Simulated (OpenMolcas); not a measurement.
Computed levels of 4d7 in ions with 43 electrons, in cm-1 above 4F 9/2.

```
Program             : OpenMolcas
Method              : MS-CASPT2, IPEA 0.25 Eh, imaginary shift 0.1 Eh
Basis               : ANO-RCC-VTZP
Scalar Hamiltonian  : DKH2, point nucleus
Spin-orbit coupling : RASSI with atomic mean-field integrals over the reference wave functions, term energies averaged over their components
```

Active space for each ion: 7 electrons in 5 orbitals (4d); closed shells correlated by CASPT2: 4s 4p.

| Level | Ru+ | Rh2+ | Ag4+ |
| --- | --- | --- | --- |
| 4F 7/2 | 1545 | 2090 | 3500 |
| 4F 5/2 | 2550 | 3420 | 5580 |
| 4F 3/2 | 3200 | 4270 | 6860 |
| 4P 5/2 | 9630 | 11800 | 15520 |
| 4P 3/2 | 9680 | 11740 | 14910 |
| 4P 1/2 | 10690 | 13190 | 17630 |
| 2G 9/2 | 11280 | 13640 | 17500 |
| 2G 7/2 | 12780 | 15680 | 20870 |
| 2P 1/2 | 15210 | 18640 | 24930 |

Task: Estimate 4F 3/2, 4P 5/2, 4P 3/2 for Pd3+ from its neighbours Rh2+ and Ag4+.

Result: 4F 3/2 is fine structure, which grows about as the fourth power of a screened charge, so the fourth roots are averaged: ((4270^0.25 + 6860^0.25) / 2)^4 = 5450. The calculation gives 5550, so the estimate is off by -1.8 %.
4P 5/2 is another term, which grows about linearly with the charge: (11800 + 15520) / 2 = 13660. The calculation gives 13580, so the estimate is off by +0.6 %.
4P 3/2 is another term, which grows about linearly with the charge: (11740 + 14910) / 2 = 13325. The calculation gives 13250, so the estimate is off by +0.6 %.

Mixed levels, with the weight of the term that names them: Pd3+ 4P 3/2 (70 %), Ag4+ 4P 3/2 (66 %).

CASPT2 breaks the degeneracy within a term, and the mean is taken; among the terms shown or strongly mixed into the levels shown the widest spread is 930 cm-1 (4d7 4F, Ru+). Configurations with an s electron lie low at this charge and mix in, so terms can be misplaced (holds for Ru+). Some terms miss by over 15 % even with CASPT2, which points to a basis or an active space too small for the shells correlated (holds for Ru+). Levels of configurations with an s electron are missing; early in the row they begin among the upper levels of the d shell and mix with terms of their name (holds for Rh2+). Only configurations of the active space appear.
